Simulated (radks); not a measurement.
Spherical quantum dot in the effective-mass picture: electrons in a parabolic well V = omega^2 r^2 / 2 with omega = 1.33, all in effective atomic units (hartree* = m*/eps^2 hartree, bohr* = eps/m* bohr), one dielectric constant everywhere. Method: non-relativistic Kohn-Sham, exchange-only LDA, spin-polarised, spherical densities; computed with a radial shooting solver with Libxc functionals. Levels are named by radial order and angular momentum (1s, 1p, 1d, 2s, ...), and open shells are averaged over m. Results are scaled to m* = 0.026 and eps = 9.6, for which hartree* = 7.677 meV and bohr* = 19.54 nm.

N = 4, configuration 1s2 1p(up 2, down 0). This is the lowest configuration that the search found. Occupied and some empty levels:

| level | occupation | eigenvalue (meV) | <r> (nm) |
|---|---|---|---|
| 1s up | 1 | 34.142 | 21.67 |
| 1s down | 1 | 35.350 | 21.45 |
| 1p up | 2 | 42.164 | 27.79 |
| 1p down | 0 | 43.512 | 27.85 |
| 1d up | 0 | 50.805 | 32.56 |
| 2s up | 0 | 51.867 | 29.86 |
| 1d down | 0 | 52.107 | 32.78 |
| 2s down | 0 | 52.823 | 30.10 |
| 1f up | 0 | 59.848 | 36.65 |
| 1f down | 0 | 61.027 | 36.95 |

Energy (meV): total 114.402, kinetic 33.875, external 49.426, Hartree 43.577, exchange-correlation -12.476.
